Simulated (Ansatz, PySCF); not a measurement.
The pair A = CH4OSe (SMILES CO[SeH]) (first 7 atoms), B = CH4 (SMILES C); geometry from B3LYP-D3(BJ)/def2-TZVP.
(charge 0, multiplicity 1):
```xyz
12

C      1.835     0.806     0.802
O      0.438     0.769     0.523
Se    -0.241    -0.885     0.226
H      2.093     0.179     1.658
H      2.065     1.848     1.032
H      2.422     0.490    -0.065
H      0.169    -0.978    -1.196
C     -0.046     0.002     3.951
H      0.209    -0.977     3.548
H     -0.910    -0.091     4.606
H      0.799     0.390     4.519
H     -0.278     0.683     3.133
```

Correlated levels freeze the cores. Filled d and f shells under p-block atoms count as core.

Run with Ansatz (Gaussian basis) for Hartree–Fock, density functionals and correlated methods; PySCF for the dispersion terms. Values without a source in brackets are computed.

The monomers are drawn apart, rigid, along the line of their centres of mass. Counterpoise-corrected interaction energies (kcal/mol):

```csv
level,R = 4.727 Å,R = 5.810 Å
PBE/def2-TZVPPD,-0.2659,-0.0557
PBE-D3(BJ)/def2-TZVPPD,-0.7085,-0.1948
wB97M-V/def2-TZVPPD,-0.5222,-0.1624
CCSD(T)/aug-cc-pVDZ,-0.5028,-0.1492
```

Q: R is the distance of the centres of mass. Find the local exponent m of E ∝ R⁻ᵐ between the two points.

A: 
m = ln(E₁/E₂)/ln(R₂/R₁): PBE/def2-TZVPPD 7.6; PBE-D3(BJ)/def2-TZVPPD 6.3; wB97M-V/def2-TZVPPD 5.7; CCSD(T)/aug-cc-pVDZ 5.9. For scale, two fixed dipoles give m = 3, dipole and quadrupole 4, quadrupoles 5, and dispersion or dipole-induced dipole 6 at long range; at these distances several terms mix, and what is left of overlap and damping shifts m, so it need not match one of them.

Ansatz is an electronic-structure program.
